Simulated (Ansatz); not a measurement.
Basis-set extrapolation for `F[SiH2]O[SiH2][SiH3]` (PBE0-D4/def2-TZVP geometry, frozen core, Ansatz). Multiplicity 1, RHF reference.

|  | def2-TZVPP | def2-QZVPP |
| --- | --- | --- |
| HF | -1045.453595 | -1045.490551 |
| MP2 correlation | -0.853121 | -0.925111 |
| CCSD(T) correlation | -0.938508 | not run |

Energies in hartree. Use E(X) = E(∞) + A·exp(−7.88·√X) for Hartree–Fock and E(X) = E(∞) + B·X^(−2.97) for correlation, with X = 3 and 4, and add CCSD(T) minus MP2 of the smaller set to the MP2 limit.

Problem. What is the CCSD(T) energy at the basis-set limit?

Solution. HF limit: -1045.490551 + (-0.036956) × 0.13774 = -1045.49564. MP2 limit: -0.925111 + (-0.071990) × 0.74074 = -0.97844. Higher-order term: -0.938508 − (-0.853121) = -0.08539. Total: -1046.55947 hartree, 439.4 kJ/mol below CCSD(T)/def2-TZVPP.
